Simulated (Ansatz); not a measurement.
Born–Oppenheimer molecular dynamics of C₂H₇BSi (11 atoms, charge 0, multiplicity 1). It starts from a relaxed structure.

These are results of Ansatz, UKS B3LYP/def2-SVP, not measurements.

```json
{"ensemble": "NVE (velocity Verlet)", "time step": "0.5 fs", "steps asked": "150", "starting velocities drawn for": "500 K", "seed": "867949"}
```

Frames 5 fs apart, positions in Å, forces in eV/Å.

Velocities at 15.0 fs (Å/ps):

```
B 5.05 -3.52 -5.63
Si -0.54 2.82 3.28
C -1.88 -2.47 7.63
C 2.52 1.24 -8.25
H -8.00 -7.95 4.38
H -6.14 -0.60 -1.17
H -0.05 -2.36 2.26
H 11.38 15.47 25.97
H -4.95 -8.08 -18.57
H -30.02 3.47 -28.32
H -8.93 -26.20 -8.32
```

```xyz
11
Properties=species:S:1:pos:R:3:forces:R:3 time_fs=15.0 energy_less_start_eV=0.206 T=324
B -1.312 1.498 -0.686 0.23 -0.51 -0.24
Si 0.371 0.797 0.115 -0.46 -1.03 -0.24
C 0.275 -0.997 0.977 0.16 0.16 0.70
C 0.680 -1.093 -0.440 0.39 0.01 -0.99
H -2.166 0.677 -1.033 0.36 0.36 0.39
H -1.497 2.657 -0.973 0.04 -0.03 0.11
H 1.688 1.468 0.198 -0.02 0.13 0.25
H -0.761 -1.312 1.273 0.84 0.23 -0.28
H 1.052 -1.213 1.766 -0.70 0.30 -0.66
H 1.730 -1.369 -0.763 -0.94 0.37 0.66
H -0.055 -1.450 -1.181 0.09 0.01 0.31
11
Properties=species:S:1:pos:R:3:forces:R:3 time_fs=20.0 energy_less_start_eV=0.336 T=213
B -1.287 1.477 -0.716 0.12 0.22 0.31
Si 0.366 0.805 0.130 -0.10 -1.64 -0.27
C 0.271 -1.002 1.006 1.27 1.28 -2.48
C 0.676 -1.085 -0.484 -2.42 0.49 1.21
H -2.155 0.681 -0.970 0.02 -0.12 0.06
H -1.516 2.639 -0.970 0.18 -0.12 -0.06
H 1.688 1.473 0.236 -0.07 0.10 0.15
H -0.703 -1.245 1.376 -0.88 -0.44 -0.18
H 1.048 -1.238 1.698 0.82 0.04 0.82
H 1.642 -1.348 -0.854 1.28 -0.15 0.39
H -0.064 -1.542 -1.156 -0.21 0.35 0.05
11
Properties=species:S:1:pos:R:3:forces:R:3 time_fs=25.0 energy_less_start_eV=0.311 T=235
B -1.258 1.458 -0.739 0.01 0.13 0.79
Si 0.361 0.800 0.143 0.16 -1.29 -0.25
C 0.289 -0.987 0.999 0.69 0.33 -0.27
C 0.638 -1.070 -0.509 0.62 -0.13 1.25
H -2.138 0.663 -0.888 -0.13 -0.25 -0.15
H -1.498 2.604 -0.983 0.13 0.21 -0.31
H 1.670 1.502 0.309 -0.16 -0.04 0.00
H -0.733 -1.251 1.404 0.99 -0.01 -0.73
H 1.128 -1.226 1.730 -0.94 0.45 -0.77
H 1.709 -1.331 -0.824 -1.38 0.31 0.66
H -0.120 -1.568 -1.123 0.00 0.30 -0.22
11
Properties=species:S:1:pos:R:3:forces:R:3 time_fs=30.0 energy_less_start_eV=0.225 T=309
B -1.232 1.442 -0.746 -0.80 -0.06 0.59
Si 0.357 0.785 0.154 -0.04 -0.46 -0.23
C 0.320 -0.961 0.976 -0.60 0.88 -1.79
C 0.600 -1.054 -0.507 -1.17 0.38 1.45
H -2.135 0.603 -0.838 0.44 0.44 -0.16
H -1.446 2.595 -1.062 0.12 -0.28 -0.20
H 1.623 1.523 0.383 0.10 -0.05 -0.07
H -0.638 -1.282 1.306 -1.06 -0.37 0.44
H 1.097 -1.139 1.671 1.15 -0.25 0.81
H 1.613 -1.277 -0.682 1.49 -0.48 -0.84
H -0.173 -1.522 -1.137 0.37 0.24 0.01
11
Properties=species:S:1:pos:R:3:forces:R:3 time_fs=35.0 energy_less_start_eV=0.335 T=214
B -1.218 1.427 -0.739 0.21 0.54 0.29
Si 0.352 0.766 0.163 -0.06 1.16 -0.23
C 0.339 -0.926 0.935 -1.46 -1.26 2.92
C 0.560 -1.033 -0.481 3.29 -0.47 -1.37
H -2.067 0.611 -0.826 -0.59 -0.35 -0.20
H -1.368 2.538 -1.188 0.00 -0.10 -0.07
H 1.594 1.531 0.440 0.13 -0.11 -0.11
H -0.650 -1.355 1.265 0.90 0.55 0.20
H 1.189 -1.078 1.678 -0.94 -0.04 -0.98
H 1.654 -1.285 -0.689 -1.37 0.25 -0.45
H -0.176 -1.436 -1.172 -0.12 -0.16 -0.01
11
Properties=species:S:1:pos:R:3:forces:R:3 time_fs=40.0 energy_less_start_eV=0.319 T=228
B -1.205 1.420 -0.727 -0.58 -0.33 -0.48
Si 0.348 0.756 0.170 0.22 1.68 -0.01
C 0.332 -0.909 0.938 -0.81 -0.53 0.61
C 0.567 -1.020 -0.478 -0.59 -0.20 -1.95
H -2.090 0.581 -0.855 0.14 0.38 0.08
H -1.289 2.456 -1.332 -0.08 0.12 0.11
H 1.593 1.515 0.472 0.03 -0.11 -0.12
H -0.562 -1.348 1.298 -1.13 -0.37 0.73
H 1.174 -1.042 1.557 1.21 -0.36 1.01
H 1.531 -1.271 -0.820 1.60 -0.32 -0.48
H -0.194 -1.377 -1.194 -0.01 0.05 0.51
11
Properties=species:S:1:pos:R:3:forces:R:3 time_fs=45.0 energy_less_start_eV=0.307 T=238
B -1.203 1.409 -0.726 -0.45 0.18 -1.10
Si 0.345 0.759 0.177 0.39 0.85 0.27
C 0.312 -0.909 0.964 1.09 -1.44 1.26
C 0.582 -1.012 -0.513 0.75 -0.31 -0.84
H -2.106 0.614 -0.867 -0.05 0.14 0.21
H -1.227 2.393 -1.444 -0.07 -0.04 0.39
H 1.604 1.478 0.474 0.09 0.11 -0.09
H -0.600 -1.368 1.446 0.85 0.35 -0.63
H 1.275 -1.066 1.552 -1.25 0.11 -0.31
H 1.578 -1.287 -1.000 -1.06 0.25 1.05
H -0.247 -1.325 -1.139 -0.29 -0.21 -0.20
11
Properties=species:S:1:pos:R:3:forces:R:3 time_fs=50.0 energy_less_start_eV=0.392 T=165
B -1.208 1.401 -0.747 0.10 0.11 -0.52
Si 0.345 0.770 0.186 0.44 -0.38 0.41
C 0.310 -0.931 1.005 1.03 0.55 -2.39
C 0.598 -1.008 -0.561 -3.44 0.53 1.87
H -2.144 0.673 -0.832 -0.40 -0.24 0.16
H -1.182 2.338 -1.481 -0.08 0.46 -0.04
H 1.630 1.465 0.455 -0.04 0.14 -0.09
H -0.543 -1.353 1.497 -0.84 -0.47 -0.11
H 1.211 -1.084 1.544 1.06 -0.19 0.90
H 1.516 -1.280 -1.008 1.32 -0.52 -0.24
H -0.327 -1.311 -1.111 0.85 0.01 0.05
11
Properties=species:S:1:pos:R:3:forces:R:3 time_fs=55.0 energy_less_start_eV=0.333 T=215
B -1.215 1.396 -0.780 -0.51 0.01 -0.18
Si 0.349 0.778 0.199 0.22 -0.62 0.20
C 0.331 -0.949 1.013 0.79 -0.15 -0.69
C 0.571 -0.997 -0.577 1.13 0.02 2.16
H -2.240 0.702 -0.763 0.59 0.38 -0.03
H -1.157 2.364 -1.510 -0.13 -0.13 0.14
H 1.647 1.483 0.414 -0.15 0.06 -0.10
H -0.587 -1.399 1.478 0.61 0.35 -0.67
H 1.247 -1.126 1.657 -0.85 0.12 -0.77
H 1.579 -1.336 -0.986 -1.23 0.41 0.55
H -0.299 -1.324 -1.111 -0.47 -0.44 -0.60
11
Properties=species:S:1:pos:R:3:forces:R:3 time_fs=60.0 energy_less_start_eV=0.264 T=274
B -1.229 1.392 -0.816 0.72 0.57 0.62
Si 0.354 0.781 0.212 -0.46 -0.30 -0.29
C 0.365 -0.966 0.998 -0.87 0.57 -1.76
C 0.548 -0.985 -0.553 -1.46 -0.45 1.03
H -2.243 0.787 -0.700 -0.35 -0.33 -0.17
H -1.159 2.374 -1.518 -0.07 -0.16 -0.07
H 1.636 1.516 0.349 0.06 0.01 -0.04
H -0.566 -1.400 1.347 -0.35 0.03 0.25
H 1.191 -1.159 1.660 0.74 -0.24 0.10
H 1.492 -1.338 -0.889 1.22 -0.15 -0.56
H -0.298 -1.398 -1.187 0.82 0.44 0.88
11
Properties=species:S:1:pos:R:3:forces:R:3 time_fs=65.0 energy_less_start_eV=0.330 T=218
B -1.231 1.397 -0.838 0.24 -0.16 1.26
Si 0.356 0.782 0.224 -0.71 0.59 -0.58
C 0.386 -0.974 0.956 -1.03 -0.21 1.01
C 0.518 -0.983 -0.509 3.35 -0.65 -0.59
H -2.287 0.821 -0.675 0.22 -0.09 -0.27
H -1.177 2.358 -1.545 0.06 0.13 -0.30
H 1.633 1.549 0.275 0.04 -0.17 -0.01
H -0.594 -1.380 1.259 0.28 0.24 0.51
H 1.231 -1.233 1.637 -0.43 0.09 -0.61
H 1.537 -1.321 -0.864 -0.75 0.65 0.09
H -0.207 -1.425 -1.141 -1.26 -0.43 -0.51
11
Properties=species:S:1:pos:R:3:forces:R:3 time_fs=70.0 energy_less_start_eV=0.327 T=220
B -1.226 1.402 -0.835 0.07 0.16 0.48
Si 0.352 0.788 0.231 -0.65 0.90 -0.55
C 0.386 -0.983 0.930 -1.00 0.00 2.17
C 0.532 -0.996 -0.481 -0.93 -1.04 -3.06
H -2.296 0.827 -0.709 0.35 -0.02 -0.13
H -1.181 2.348 -1.620 0.12 -0.41 0.33
H 1.639 1.544 0.198 0.02 -0.24 0.03
H -0.596 -1.324 1.290 0.23 0.03 0.30
H 1.237 -1.299 1.531 0.11 0.10 0.32
H 1.514 -1.199 -0.856 0.83 -0.16 -0.50
H -0.276 -1.479 -1.117 0.85 0.69 0.62
```

Of the whole run (75 fs, mean temperature of the second half 230 K): The conserved energy stayed within 0.31 meV per atom of its start (net change 0.14 meV per atom), so the integration is sound. Over the second half the temperature averaged 0.46 of the 500 K drawn at the start: a run that starts near a minimum puts about half its kinetic energy into the potential. A run of 0.075 ps of so small a system gives no equilibrium averages.

Time of the run: 12 min on 2 threads of Arm Neoverse N1 (shared host), peak memory 0.25 GiB.
